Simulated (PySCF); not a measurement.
## CoO(OH)2: from structure and modes to constants

These are results of UPBE0 in PySCF with Co def2-TZVP, O def2-TZVP, H def2-TZVP; no relativity; density-fitted integrals, not measurements.

The quartet minimum has C2v symmetry. Masses (u): Co 58.93320, O 15.99492, H 1.00782.

```xyz
6
charge 0 multiplicity 4, angstrom
Co   -0.0769    0.0143   -0.0188
O     1.4345   -0.2662    0.3498
O    -0.2543    1.7181   -0.2524
O    -0.9061   -1.5027   -0.0306
H     0.4701    2.3408   -0.1621
H    -0.4771   -2.3395    0.1603
```

Harmonic wavenumbers (cm⁻¹): 181.0 (b1, ×1), 208.6 (a1, ×1), 210.6 (b2, ×1), 330.1 (a2, ×1), 382.6 (b1, ×1), 663.8 (b2, ×1), 676.1 (a1, ×1), 738.0 (a1, ×1), 810.5 (b2, ×1), 961.8 (a1, ×1), 3902.5 (b2, ×1), 3906.3 (a1, ×1).

Q: Find the principal moments of inertia and the rotational constants. What kind of rotor is it?

A: About the centre of mass I = 48.169, 98.296, 146.47 u Å². With B = 16.8576/I this gives 0.35, 0.1715, 0.1151 cm⁻¹. The molecule is an asymmetric top with κ = -0.52.

Q: What is the harmonic zero-point energy?

A: Half the sum of all 12 wavenumbers, 12972/2 = 6486 cm⁻¹, which is 77.6 kJ/mol (1 cm⁻¹ = 0.0119627 kJ/mol).

Q: Find the vibrational entropy and heat capacity at 298.15 K.

A: With u = 1.43878 ω/T, each mode gives S = R[u/(eᵘ−1) − ln(1−e⁻ᵘ)] and C = R u² eᵘ/(eᵘ−1)².
```csv
ω (cm⁻¹),u,S (J/(mol K)),C (J/(mol K))
181.0,0.874,9.70,7.81
208.6,1.007,8.60,7.65
210.6,1.016,8.53,7.63
330.1,1.593,5.27,6.76
382.6,1.846,4.31,6.31
663.8,3.203,1.47,3.77
676.1,3.263,1.40,3.66
738.0,3.561,1.10,3.17
810.5,3.911,0.83,2.65
961.8,4.641,0.46,1.76
3902.5,18.832,0.00,0.00
3906.3,18.850,0.00,0.00
```
The sums over all modes are S = 41.7 and C = 51.2 J/(mol K); the softest mode gives 23 % of the entropy.

Q: Give the standard entropy (298.15 K, 1 bar) by its translational, rotational, vibrational and spin parts, and Cp.

A: Sackur–Tetrode with M = 108.93 u gives 167.4; rotation with symmetry number 2 gives 98.7; vibration 41.7; spin R ln 4 = 11.5. The total is 319.2 J/(mol K), and Cp = 4 R + 51.2 = 84.4 J/(mol K).

Other isomers or separated fragments may lie lower. Other spin states or occupations of the open shell can lie lower.
